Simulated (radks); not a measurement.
Results of a calculation; reference values are marked as such.
Sm+, configuration [Xe] 4f6 6s1. Level of theory: scalar-relativistic Kohn-Sham, SOGGA, spin-unpolarised, spherical densities, finite nucleus; Fermi nuclear charge, rms radius 5.0819 fm (a radial shooting solver on a logarithmic mesh with Libxc functionals).

Normalised radial functions P(r) = r R(r), r in bohr:

```
   r/bohr * 4p (the largest magnitude, 1.33, reaches the edge; | marks zero)
 0.001749                             *
  0.00276                             *
 0.004389                             |*
 0.006925                             |*
  0.01093                             |  *
  0.01738                             |    *
  0.02742                             |        *
  0.04361                             |           *
   0.0688                             |        *
   0.1094                          *  |
   0.1726            *                |
   0.2724                       *     |
   0.4332                             |                       *
   0.6835                             |                          *
    1.087                             |        *
    1.715                             |*
    2.728                             *
    4.303                             *
     6.79                             *
     10.8                             *
```

4p: eigenvalue -253.20 eV, 2 radial nodes at r = 0.0993, 0.302 bohr, <r> = 0.613 bohr, 90 % of the charge inside 0.892 bohr.
